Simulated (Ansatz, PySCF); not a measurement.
This PySCF input computes a BLYP/def2-TZVPD energy:

```python
from pyscf import gto, scf, dft

mol = gto.M(
    atom='''
    C     0.06567943   -0.05106793    0.99398567
    Br    0.83648219    1.31722774   -0.07339264
    Br   -0.84774152   -1.30847324   -0.09700491
    ''',
    basis='def2-tzvpd',
    charge=0,
    spin=0,
    verbose=4,
)

mf = dft.RKS(mol, xc='blyp').density_fit(auxbasis='def2-universal-jkfit')
mf.grids.level = 3
mf.conv_tol = 1e-9
mf.max_cycle = 100
mf.max_memory = 1500
mf.kernel()
if not mf.converged:
    mf = mf.newton()
    mf.kernel(mf.make_rdm1())
mf.analyze()
```

Task: Write an input for the same energy in Ansatz (a first-principles code) and say what it gives.

Result: 
Ansatz 0.2 input:
```yaml
crystal:
  periodic: [false, false, false]
  atoms:
    - {symbol: C, position_ang: [0.06567943, -0.05106793, 0.99398567]}
    - {symbol: Br, position_ang: [0.83648219, 1.31722774, -0.07339264]}
    - {symbol: Br, position_ang: [-0.84774152, -1.30847324, -0.09700491]}
basis:
  gaussian:
    orbitals: def2-TZVPD
hamiltonian:
  xc: {name: BLYP}
output: {forces: true}
```
It gives -5186.37018 Eh, and PySCF -5186.37023 Eh, a difference of 0.05 mEh, from the treatment of integrals and grids.
